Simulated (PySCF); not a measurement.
Re³⁵⁺: ionisation energy

Re³⁵⁺ [Kr] 4d4 [4d3/2^4, M_J = 0] → Re³⁶⁺ [Kr] 4d3 [4d3/2^3, M_J = 3/2], as a difference of total energies. All numbers are calculated (PySCF 2.14, the two-component X2C-1e Hamiltonian, in an even-tempered Gaussian basis (17 s from 3.7 bohr⁻², ratio 2.8; 14 p from 4.8 bohr⁻², ratio 2.8; 9 d from 4.8 bohr⁻², ratio 2.8; 3 f from 19 bohr⁻², ratio 3)). Correlated levels: [Ar] 3d10 frozen; the 92 highest virtual spinors dropped. "Screened" scales the spin-orbit matrix elements by Boettger's factors to mimic the two-electron term; Breit and QED terms are absent.

```json
{"method": "GHF (spin-free)", "ionisation energy (eV)": "1521.5"}
{"method": "GMP2 (spin-free)", "ionisation energy (eV)": "1521.6"}
{"method": "GHF (screened spin-orbit)", "ionisation energy (eV)": "1529.4"}
{"method": "GMP2 (screened spin-orbit)", "ionisation energy (eV)": "1530.0"}
```

Breit and QED terms and the two-electron picture change are absent.

The spin-free rows relax to the high-spin LS determinant and lack the spin-orbit shift.

The labels give the starting determinants; with spin-orbit coupling the two ends relaxed to ⟨J²⟩ = 0.00, ⟨L²⟩ = 2.49, ⟨S²⟩ = 2.49 and ⟨J²⟩ = 3.79, ⟨L²⟩ = 7.92, ⟨S²⟩ = 2.17.

For comparison: 1530 ± 5 eV (theoretical estimate listed by NIST; NIST Atomic Spectra Database, ionization energies).
